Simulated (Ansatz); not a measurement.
Basis-set extrapolation for CH₅AlCl₂S, SMILES `[CH3][Al-]([SH2+])([Cl])[Cl]` (PBE0-D4/def2-TZVP geometry, frozen core, the Gaussian-basis code of Ansatz). Multiplicity 1, RHF reference.

```csv
,def2-TZVPP,def2-QZVPP
HF,-1599.467025,-1599.512799
MP2 correlation,-0.827127,-0.901447
CCSD(T) correlation,-0.934316,not run
```

Energies in hartree. Use E(X) = E(∞) + A·exp(−7.88·√X) for Hartree–Fock and E(X) = E(∞) + B·X^(−2.97) for correlation, with X = 3 and 4, and add CCSD(T) minus MP2 of the smaller set to the MP2 limit.

Problem. What is the CCSD(T) energy at the basis-set limit?

Solution. HF limit: -1599.512799 + (-0.045774) × 0.13774 = -1599.51910. MP2 limit: -0.901447 + (-0.074320) × 0.74074 = -0.95650. Higher-order term: -0.934316 − (-0.827127) = -0.10719. Total: -1600.58279 hartree, 4.94 eV below CCSD(T)/def2-TZVPP.
